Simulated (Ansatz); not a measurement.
Computed with Ansatz on PBE0-D4/def2-TZVP structures; ΔE is electronic, products minus reactants. CCSD(T)/CBS adds triple-zeta CCSD(T) − MP2 to the extrapolated MP2 energy (def2 sets, frozen cores). Functionals use def2-TZVPP. Open shells (•) are unrestricted, without spin–orbit coupling. For Se outer-core shells are correlated without core-valence functions, which leaves a few kJ/mol of doubt a bond. Scalar relativity is left out up to krypton. Each species was taken in one conformer, which may not be the lowest.

Reaction (homolysis of the C–Se bond): `NC[SeH]` → `[CH2]N`• + `[SeH]`•

`NC[SeH]`:

```xyz
8

N    -0.082   -0.354   -1.121
C    -0.396    0.278    0.134
Se    1.157    1.182    0.916
H    -0.919   -0.730   -1.551
H     0.577   -1.112   -0.995
H    -0.791   -0.373    0.922
H    -1.123    1.074   -0.037
H     1.577    0.034    1.731
```

`[CH2]N`•:

Cartesian coordinates in Å:
```
C 0.443 0.011 0.510
N -0.436 -0.078 -0.557
H 1.470 0.258 0.278
H 0.243 -0.625 1.362
H -1.409 -0.178 -0.311
H -0.310 0.612 -1.281
```

`[SeH]`•:

Cartesian coordinates in Å:
```
Se 0.191 -0.703 -0.102
H -0.191 0.703 0.102
```

| species | LDA (SPW92) energy (Eh) |
| --- | --- |
| `NC[SeH]` | -2493.18278 |
| `[CH2]N`• | -94.39531 |
| `[SeH]`• | -2398.67004 |

Question: Work out ΔE.

Answer: ΔE = (-94.39531) + (-2398.67004) − (-2493.18278) = 0.11743 Eh = +3.20 eV. CCSD(T)/CBS gives +2.72 eV.

Largest T1 diagnostic among the species: 0.016.

At CCSD(T), def2-SVP lies −0.34 eV from the extrapolated value and def2-TZVPP −0.11 eV: correlation converges slowly with the basis, and small sets miss more of it in the bonded molecule than in its fragments. The D4 term adds +0.12 eV with B3LYP and +0.06 eV with PBE0; it sums over pairs of atoms, weighted by their polarisabilities, and B3LYP, whose exchange is more repulsive, gets the larger term.

B3LYP here is the variant with VWN-RPA as its local correlation; programs differ in this.
